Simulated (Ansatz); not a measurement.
Total energies of CuAu₂ (the lowest doublet isomer of a short search) from Ansatz at PBE-D4/def2-TZVP, gas phase (1 Eh = 27.2114 eV = 2625.5 kJ/mol). The reference geometry is relaxed at PBE0-D4/def2-TZVP.

Cartesian coordinates in Å:
```
Au -1.238 0.793 0.463
Au 0.958 0.348 -1.156
Cu 0.280 -1.140 0.693
```

| state | geometry | energy (Eh) |
| --- | --- | --- |
| charge 0 doublet | reference | -1911.88507 |
| charge 1 singlet | reference | -1911.62426 |
| charge 1 singlet | relaxed at PBE0-D4/def2-TZVP | -1911.62725 |
| charge 0 quartet | relaxed at PBE0-D4/def2-TZVP | -1911.81294 |
| free Au atom (doublet) | – | -135.74600 |
| free Cu atom (doublet) | – | -1640.24447 |

In the def2 sets Au takes a core potential; there is no spin–orbit coupling.

(1) Work out the vertical ionisation energy to the singlet.

(2) How much does the charge 1 singlet relax, and what is the adiabatic ionisation energy?

(3) Which of the charge 0 states is lowest, and how far above it are the others?

(4) What is the binding energy per atom against free atoms?

(1) E(charge 1 singlet) − E(charge 0 doublet) = -1911.62426 − (-1911.88507) = 0.26081 Eh = 7.10 eV. For comparison, −ε of the highest occupied level of the spin that leaves is 4.59 eV at this level, 2.51 eV less.

(2) Relaxation: -1911.62426 − (-1911.62725) = 0.00299 Eh = 0.08 eV. Adiabatic ionisation energy: 0.25782 Eh = 7.02 eV, without zero-point energy. 

(3) The doublet. quartet: -1911.81294 − (-1911.88507) = 0.07213 Eh = 189.4 kJ/mol.

(4) Atoms: 2 × (-135.74600) + 1 × (-1640.24447) = -1911.73647 Eh. Binding: -1911.73647 − (-1911.88507) = 0.14860 Eh = 4.04 eV, or 1.35 eV for each of 3 atoms (no zero-point energy, no counterpoise term).

The structure comes from a short search, and lower isomers may exist.
